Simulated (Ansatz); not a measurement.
Calculated with Ansatz (gas phase, PBE0-D4/def2-TZVP geometries, no zero-point term in ΔE). CBS: MP2 limit from def2 TZ/QZ plus the TZ coupled-cluster correction, frozen cores. This one scheme is used for every species. Functionals use def2-TZVPP. For Br outer-core shells are correlated without core-valence functions, which leaves a few kJ/mol of doubt a bond. Scalar relativity is left out up to krypton. One conformer a species, not always the lowest.

Consider the silylene formation by 1,1-elimination: `O[SiH2]B(F)Br` → `OB(F)Br` + `[SiH2]`.

Problem. Is it downhill or uphill in electronic energy at CCSD(T)/CBS, and by how much? (Estimate.)

Solution. The calculation gave: Uphill: ΔE = +167.7 kJ/mol.

Problem. What do these levels give: B97M-V, PBE, r2SCAN0, LC-ωPBE, RPA@PBE/def2-TZVPP, HF/def2-TZVPP? (Best estimate.)

Solution. Computed: B97M-V 157.4, PBE 165.0, r2SCAN0 180.1, LC-ωPBE 179.6, RPA@PBE/def2-TZVPP 142.0, HF/def2-TZVPP 139.6 kJ/mol.

Largest T1 diagnostic among the species: 0.014.

From PBE to PBE0 (25 % exact exchange), in def2-TZVPP and without D4, ΔE moves by +4.2 kJ/mol. Leaving LDA and LC-ωPBE aside and taking each functional with its dispersion term where it has one, the values, not all of them listed here, spread over 28.4 kJ/mol, from BLYP-D4 to r2SCAN-D4. LDA lies +25.1 kJ/mol from PBE without D4. The D4 term adds +12.3 kJ/mol with B3LYP and +6.7 kJ/mol with PBE0; it sums over pairs of atoms, weighted by their polarisabilities, and B3LYP, whose exchange is more repulsive, gets the larger term.

B3LYP here is the variant with VWN-RPA as its local correlation; programs differ in this.
